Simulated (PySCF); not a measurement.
**Stationary points of [SSe2]2+**

Computed with PBE0/[S def2-TZVP, Se def2-TZVP], no relativity, density fitting, PySCF.

Relaxations began from a few typed shapes. The search is not exhaustive: other isomers or separated fragments can lie lower, and high-lying points may rest on an excited occupation.

Question: Which is the lowest minimum found?
A. singlet D∞h: S–Se 1.963 Å (×2); Se–S–Se 180.0°
B. singlet C2v: Se–Se 2.581 Å, S–Se 2.090 Å (×2); Se–S–Se 76.3°, S–Se–Se 51.9° (×2)

Answer: B. The others lie at 36.7 (singlet D∞h) kJ/mol above it.
